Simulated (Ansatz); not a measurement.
One geometry of Pt₃H₄, several levels of theory.

```yaml
crystal:
  periodic: [false, false, false]
  atoms:
    - {symbol: Pt, position_ang: [-1.873559, -0.627752, 0.680539]}
    - {symbol: Pt, position_ang: [-0.168521, 1.245885, -0.341895]}
    - {symbol: Pt, position_ang: [0.857391, -0.689879, 0.698060]}
    - {symbol: H, position_ang: [2.372055, -0.510829, 0.365882]}
    - {symbol: H, position_ang: [-1.591476, 0.184589, -0.690296]}
    - {symbol: H, position_ang: [1.048414, 1.992243, -0.973107]}
    - {symbol: H, position_ang: [-0.644304, -1.594267, 0.260828]}
basis:
  gaussian: {orbitals: def2-TZVP, initial_orbitals: start.molden}
hamiltonian: {xc: {name: BHLYP}, dispersion: d4}
scf: {omitted_lower_state_checks: [starts]}
output: {orbitals: {seedname: orbitals}}
```

The file start.molden holds the orbitals of an earlier run on this structure, at another level or in another basis.

```sh
$ ansatz run in.yaml --threads 4 --pin off --events-out ev --progress --plain --max-ram 3916MiB
```

Shortened log:

```
Functional definition: BHLYP
1658 factors; their error is unknown
mean field evaluation 1: about -9794.3159 eV, gradient 7.9e0 eV
mean field evaluation 2: about -9794.4646 eV, gradient 2.0e-1 eV
mean field evaluation 4: about -9794.6872 eV, gradient 2.0e-3 eV
mean field -9794.68715374 eV, -359.9481138225 hartree, gradient 2.3e-5 eV, S^2 0.000000; 0 other end points of the search recorded, 0 dependent functions left out
reference -9794.68733282 eV, -359.9481204036 hartree; 29, 29 occupied and 115, 115 virtual orbitals, 1658 factors
Total energy: -9795.14500402 eV, -359.9649395101 hartree
Checks for a lower state left out: starts
```

It took 3.3 s on 4 threads of Arm Neoverse V1 on a shared host.

The first input with `hamiltonian: {xc: {name: wB97M-V}}` (abridged; 10 s):

```
Functional definition: wB97M-V
mean field -9799.29748206 eV, -360.1175402634 hartree, gradient 2.3e-5 eV, S^2 0.000000
Total energy: -9799.29753929 eV, -360.1175423664 hartree
Checks for a lower state left out: starts
```

As the first input, with `correlation: {method: ccsd_t}` and without the key `hamiltonian` (abridged; 1.8 min):

```
Functional definition: HF
mean field evaluation 16: about -9714.0807 eV, gradient 4.5e1 eV
mean field evaluation 32: about -9715.9296 eV, gradient 1.9e1 eV
mean field evaluation 64: about -9699.6718 eV, gradient 1.0e2 eV
mean field evaluation 96: about -9696.3576 eV, gradient 1.0e2 eV
mean field evaluation 128: about -9723.8482 eV, gradient 1.5e-1 eV
mean field evaluation 160: about -9701.3130 eV, gradient 8.2e1 eV
mean field evaluation 192: about -9722.5423 eV, gradient 6.4e-1 eV
mean field -9727.70640386 eV, -357.4866166655 hartree, gradient 2.0e-6 eV, S^2 0.000000; unrestricted orbitals would lower it
second order -40.68577473 eV of doubles, -0.00000000 eV of singles
cycle   1  -33.91275120 eV  change     6.8e0 eV  update   3.4e-1
cycle   2  -36.20860693 eV  change    -2.3e0 eV  update   1.9e-1
cycle   3  -36.69844328 eV  change   -4.9e-1 eV  update   8.8e-2
cycle   4  -36.73423405 eV  change   -3.6e-2 eV  update   5.0e-2
cycle   5  -36.65603562 eV  change    7.8e-2 eV  update   2.3e-2
cycle   6  -36.66637169 eV  change   -1.0e-2 eV  update   1.3e-2
cycle   7  -36.68525437 eV  change   -1.9e-2 eV  update   6.9e-3
cycle   8  -36.68459631 eV  change    6.6e-4 eV  update   5.0e-3
cycle   9  -36.68447850 eV  change    1.2e-4 eV  update   3.2e-3
cycle  10  -36.69214373 eV  change   -7.7e-3 eV  update   2.2e-3
cycle  11  -36.68494739 eV  change    7.2e-3 eV  update   1.5e-3
cycle  12  -36.68393368 eV  change    1.0e-3 eV  update   8.8e-4
cycle  13  -36.68607496 eV  change   -2.1e-3 eV  update   5.2e-4
cycle  14  -36.68494159 eV  change    1.1e-3 eV  update   2.5e-4
cycle  15  -36.68560886 eV  change   -6.7e-4 eV  update   1.6e-4
cycle  16  -36.68598493 eV  change   -3.8e-4 eV  update   8.5e-5
cycle  17  -36.68577270 eV  change    2.1e-4 eV  update   5.5e-5
cycle  18  -36.68571082 eV  change    6.2e-5 eV  update   3.6e-5
perturbative correction -1.68760788 eV, -0.0620184458 hartree
Total energy: -9766.07972256 eV, -358.8968101174 hartree
Checks for a lower state left out: starts
```

As the first input, with `hamiltonian: {xc: r2scan, dispersion: d4}` (abridged; 3.8 s):

```
Functional definition: r2SCAN
mean field -9812.99451318 eV, -360.6208968729 hartree, gradient 2.5e-5 eV, S^2 0.000000
Total energy: -9813.04694778 eV, -360.6228238090 hartree
Checks for a lower state left out: starts
```

The first input with `hamiltonian: {xc: pbe0, dispersion: d4}` (abridged; 2.7 s):

```
Functional definition: PBE0
mean field -9807.28894719 eV, -360.4112211899 hartree, gradient 2.3e-5 eV, S^2 0.000000
Total energy: -9807.51280608 eV, -360.4194478525 hartree
Checks for a lower state left out: starts
```

First input, but with `hamiltonian: {xc: pbe, dispersion: d4}`, `output: {forces: true, orbitals: {seedname: orbitals}}` (abridged; 2.3 s):

```
Functional definition: PBE
mean field -9812.45110796 eV, -360.6009270993 hartree, gradient 1.5e-5 eV, S^2 0.000000
Total energy: -9812.71535825 eV, -360.6106381184 hartree
Atom 0 force    -0.202177     0.026998     0.254475 eV/Å
Atom 1 force    -0.211784     0.178496     0.181196 eV/Å
Atom 2 force    -0.082798    -0.070510     0.313039 eV/Å
Atom 3 force     0.253804    -0.061674    -0.104530 eV/Å
Atom 4 force    -0.054355     0.091809    -0.321316 eV/Å
Atom 5 force     0.157938     0.118205    -0.202313 eV/Å
Atom 6 force     0.139372    -0.283324    -0.120551 eV/Å
Dipole moment:    -0.470622    -0.133109     0.218118 e Å
Checks for a lower state left out: starts
```

Geometry: PBE0-D4/def2-TZVP.

In the def2 sets Pt takes a core potential; there is no spin–orbit coupling. Correlated methods freeze no core orbitals; core or outer-core shells of Pt are correlated, in sets that lack core-valence functions. The restricted singlet is unstable towards broken spin symmetry in Hartree–Fock (as tested in another run); at BHLYP-D4/def2-TZVP, ωB97M-V/def2-TZVP, r2SCAN-D4/def2-TZVP, PBE0-D4/def2-TZVP and others this wasn't settled. At CCSD(T)/def2-TZVP the restricted singlet (for correlated methods, its reference) is unstable: a solution with broken spin symmetry lies lower. Another isomer (singlet) lies 0.23 eV lower at PBE0-D4/def2-TZVP; other spin states weren't run for this one.
